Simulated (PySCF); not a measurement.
A structure optimised at B3LYP-D3(BJ)/def2-TZVP, used in a PySCF frequency run:

```xyz
4

Cd    -0.0051     0.2999     0.0000
F      0.0186     2.2524     0.0000
S     -0.0744    -2.0321     0.0000
H      1.2656    -2.1518     0.0000
```
Charge 0, spin multiplicity 1.

Problem. Write its SMILES, formula and point group.

Solution. [F][Cd][SH], CdFHS, Cs

Problem. What are its rotational constants (standard atomic weights)?

Solution. 287.44, 2.0791, 2.0642 GHz
